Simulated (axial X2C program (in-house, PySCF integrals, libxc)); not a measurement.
**CsP: cheaper levels and CCSD(T), with spin–orbit coupling**

All values were computed with an axial X2C code built on PySCF integrals. Two-component (2c) means X2C with spin–orbit coupling and atomic mean-field two-electron Coulomb and Gaunt terms. Basis: Cs dyall-cv3z [15s15p9d4f1g], P dyall-v3z [8s7p2d1f] (cores contracted in-house); Gaussian nuclei, density fitting, unrestricted open shells. Masses: Cs 132.905 u, P 30.974 u.

State: Ω = 1 (⟨Sz⟩ = 1.00, ⟨Lz⟩ = 0.00 at HF); fragments Cs + P.

```csv
level,Re (Å),ωe (cm⁻¹),De (eV)
PBE0,3.269,167.5,1.43
HF,3.402,158.2,0.364
CCSD,3.314,167.4,1.07
TPSS,3.289,163.8,1.63
```

Correlated methods: 14 electrons correlated (number of frozen shells: Cs 4 s, 3 p, 2 d; P 2 s, 1 p), 266 virtual spin orbitals or spinors in MP2, 90 natural virtuals in coupled cluster.

CCSD(T), same Hamiltonian and basis:

Re = 3.308 Å, ωe = 167.5 cm⁻¹, De = 1.09 eV; T1 = 0.010 (Lee–Taylor normalisation).

Q: Give the differences from CCSD(T) in the columns below.

A: 

| level | ΔRe (Å) | Δωe (cm⁻¹) | ΔDe (eV) |
| --- | --- | --- | --- |
| PBE0 | -0.039 | 0.0 | 0.34 |
| HF | 0.094 | -9.3 | -0.73 |
| CCSD | 0.006 | -0.1 | -0.02 |
| TPSS | -0.019 | -3.7 | 0.54 |

The state is a single determinant with fixed occupations, the lowest that a limited PBE0 search found. De is counted from the lowest determinant-based energies of the atoms at the same level, without counterpoise correction. Density functionals use the spin component along the axis (collinear). Coupled cluster ran in a truncated set of natural virtual spinors; the MP2 energy of the rest was added. (T) has no such correction and the atoms are truncated less, which lowers De at CCSD(T) by a hundredth of an eV or more. Other states lie close and PBE0, whose exact exchange favours high spin, may order them wrongly; the determinant shown need not be the ground state. The nearest other 2c determinant of the search, Ω = 2, lies 0.31 eV up at the distance of the search. With several unpaired electrons one determinant need not be a pure state. Open-shell Ω = 0 determinants with evenly filled partner blocks cannot be reached by this program, so the Ω shown need not be the lowest component. This is the Ω = 1 component of a π² triplet; the 0⁺ component is not one determinant and can lie lowest. The stretched end of a curve changes character and is left out.
